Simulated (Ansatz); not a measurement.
A nudged elastic band was laid between two geometries of BClH2O + ClH (7 atoms, charge 0, multiplicity 1).

The calculation used Ansatz 0.2.0, RKS B3LYP-D4/cc-pVDZ.

| Item | Value |
| --- | --- |
| movable images | 7 |
| climbing image | yes |
| spring | 5.0 eV/Å² |
| optimiser | quadratic models (default) |
| start path | through a guess of the saddle point |
| force threshold | 0.05 eV/Å |
| iteration limit | 60 |
| end points | relaxed |

Initial state:

```xyz
7
Properties=species:S:1:pos:R:3
B -0.110 -0.578 -0.051
O -0.373 0.249 0.993
H -1.147 -0.021 1.510
Cl 1.278 -0.181 -1.064
H -0.779 -1.544 -0.295
Cl 0.998 2.998 2.042
H 0.517 1.884 1.555
```

Final state:

```xyz
7
Properties=species:S:1:pos:R:3
B -0.073 0.433 -0.006
O -0.209 -0.058 1.604
H -0.391 0.757 2.113
Cl 1.662 -0.037 -0.405
H -0.913 -0.184 -0.593
Cl -0.381 2.246 0.114
H 0.688 -0.350 1.864
```

(1) What changes between the two ends?

(2) What energy profile does the band end with?

(3) What is the geometry of the highest image?

(4) What are the harmonic wavenumbers there?

The band took 15 iterations and roughly 6 core-minutes.

Results:

(1) Bonds broken: Cl6–H7. Bonds formed: B1–Cl6, O2–H7. BClH2O + ClH becomes BCl2H3O.

(2) The forces met the threshold. The highest image is number 4 of 0 to 8, 1.05 eV above the first end and 0.76 eV above the last; the last end lies 0.29 eV above the first. A vibrational analysis at the climbing image gives one clearly imaginary mode, 1017i cm⁻¹: a first-order saddle point. The orbitals stay closed-shell, which can raise the energy where a bond breaks towards radicals; this wasn't checked here.

```
image  path coordinate (Å)  energy (eV)  Cl6–H7 (Å)  B1–Cl6 (Å)  O2–H7 (Å)
    0                 0.00         0.00        1.31        4.29       1.95
    1                 0.84         0.02        1.31        4.08       1.95
    2                 1.68         0.06        1.30        3.69       2.03
    3                 2.52         0.18        1.31        3.08       1.96
    4                 3.37         1.05        1.55        2.28       1.24
    5                 4.08         0.40        2.30        1.87       0.98
    6                 4.80         0.35        2.69        1.85       0.98
    7                 5.52         0.31        3.01        1.85       0.98
    8                 6.24         0.29        3.31        1.84       0.98
```

(3) 
```xyz
7
Properties=species:S:1:pos:R:3
B 0.109 0.078 0.123
O 0.015 -0.026 1.616
H -0.891 -0.240 1.896
Cl 1.643 -0.510 -0.540
H -0.905 -0.017 -0.503
Cl 0.275 2.315 0.509
H 0.136 1.207 1.588
```

(4) 1017i, 169, 329, 380, 462, 505, 745, 865, 972, 996, 1175, 1186, 1546, 2692, 3749 cm⁻¹.

Time of the run: 6.2 min on 1 thread of AMD EPYC 7R43 64-Core Processor (Zen 3), on a shared host, peak memory 0.17 GiB.
